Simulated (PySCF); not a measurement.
Input of a run (PBE0-D3(BJ)/def2-SVP geometry optimisation, gas phase (PySCF 2.14.0)), started from a GFN2-xTB structure with every atom displaced at random (by about 0.01 Å):
```
{"job": {"xc": "PBE0", "basis": "def2-SVP", "d3": "d3bj", "grid": 1, "shake": 0.01, "kind": "geom"}, "charge": 0, "multiplicity": 1}
C     -0.902970    -1.060770    -0.542960
N     -0.197190    -0.102010     0.274660
C     -0.836300     1.205130     0.300660
Ge     1.652820    -0.229100     0.397110
Cl     2.652370     0.390980    -1.355320
H     -1.942380    -1.145050    -0.160380
H     -0.981880    -0.712470    -1.592840
H     -0.409870    -1.999090    -0.521360
H     -1.826690     1.126920     0.741410
H     -0.234180     1.866590     0.959020
H     -0.899650     1.657460    -0.678350
H      1.927780    -1.687470     0.637220
H      2.003960     0.672000     1.530800
```

Output (energies in Eh, forces in Eh/bohr):
```
step   0  E = -2671.94312842  max force = 0.039981
step   1  E = -2671.94890250  max force = 0.013309
step   2  E = -2671.94978532  max force = 0.007489
step   3  E = -2671.94997384  max force = 0.002490
step   4  E = -2671.94998472  max force = 0.001394
step   5  E = -2671.94998621  max force = 0.001022
step   6  E = -2671.94999031  max force = 0.000559
step   7  E = -2671.94999179  max force = 0.000400
optimisation converged
```

Summarise the run.

The energy falls by 18.0 kJ/mol over 8 energy and gradient evaluations, the largest force component goes from 0.0400 to 4.0e-04 Eh/bohr, and the atoms move by 0.060 Å rms after alignment. The bond that changes most is Ge4–Cl5 (ends: germanium bonded to Cl, N and 2 H; chlorine bonded to Ge), which lengthens by 0.076 Å. Bonds longer at the end by more than 0.005 Å: 6 of 12; shorter: 4. Among the angles that change most is N2–Ge4–H13, from 104.1° to 108.3°. The energy never rose by more than 1e-6 Eh on the way. The first step brought 84 % of the lowering.

What are the final bond lengths?

C1–N2 1.442 Å, N2–C3 1.442 Å, N2–Ge4 1.812 Å, Ge4–Cl5 2.187 Å, C1–H6 1.105 Å, C1–H7 1.109 Å, C1–H8 1.101 Å, C3–H9 1.106 Å, C3–H10 1.101 Å, C3–H11 1.109 Å, Ge4–H12 1.532 Å, Ge4–H13 1.533 Å. Numbering counts from 1 in the input's order; the species is `C[N](C)[GeH2][Cl]`.

The run used 132 basis functions and 49 SCF cycles in all.

Stationary, but not proved a minimum. The numbers are those of one conformer.

Conformer computed: `[CH3:1][N:2]([CH3:3])[GeH2:4][Cl:5]`: C1–N2–Ge4–Cl5 72°.
